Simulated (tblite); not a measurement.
A tight-binding relaxation on `CO[Si@H]1[CH]CC1` [radical].

Computed with GFN2-xTB geometry optimisation, gas phase (tblite 0.8.0). Start geometry: from a force field or distance geometry. The input is one job of a driver script: a line of settings, then coordinates in Å.

Command:
```bash
OMP_NUM_THREADS=1 python probes_run.py task.json out
```

Input:
```
{"job": {"kind": "relax", "xc": "GFN2-xTB", "basis": "xTB"}, "charge": 0, "multiplicity": 2}
C      2.662400     0.394900     0.082900
O      1.557900    -0.494800     0.202100
Si     0.074400     0.111000     0.547200
C     -0.856900     0.668400    -0.881800
C     -2.083800    -0.076800    -0.480900
C     -1.377300    -1.070400     0.476200
H      2.827100     0.953200     1.010900
H      3.559100    -0.183800    -0.126600
H      2.505600     1.092200    -0.746500
H      0.058900     1.087900     1.663400
H     -0.487900     0.791000    -1.878700
H     -2.832200     0.571100    -0.007300
H     -2.581500    -0.562900    -1.326800
H     -1.895700    -1.245200     1.417600
H     -1.134700    -2.027800     0.026300
```

Output:
```
step      E/eV     max force
  0    -513.44757    2.155
  1    -513.52868    0.670
  2    -513.55937    0.469
  3    -513.58774    0.468
  4    -513.60942    0.389
  5    -513.62535    0.338
  6    -513.63774    0.287
  7    -513.65082    0.306
  8    -513.66487    0.284
  9    -513.67554    0.246
... (41 lines left out)
 51    -513.79272    0.027
 52    -513.79282    0.023
 53    -513.79293    0.026
 54    -513.79302    0.021
 55    -513.79307    0.015
 56    -513.79310    0.013
 57    -513.79312    0.010
 58    -513.79314    0.011
 59    -513.79316    0.012
 60    -513.79317    0.009
```

«max force» is the largest atomic force in eV/Å.

From which step on does the largest force stay under 0.1 eV/Å, and how much energy is left to gain from there?

From step 38 (0.085 eV/Å), 5.0 meV above the end.

Main results: energy lowered by 8.0 kcal/mol over 60 steps; largest atomic force 0.009 eV/Å at the end.

Hardware: Arm Neoverse V2, one thread, shared host. Cost: 0.28 s.
Labels such as C1 count atoms from 1, the log's own numbers from 0.
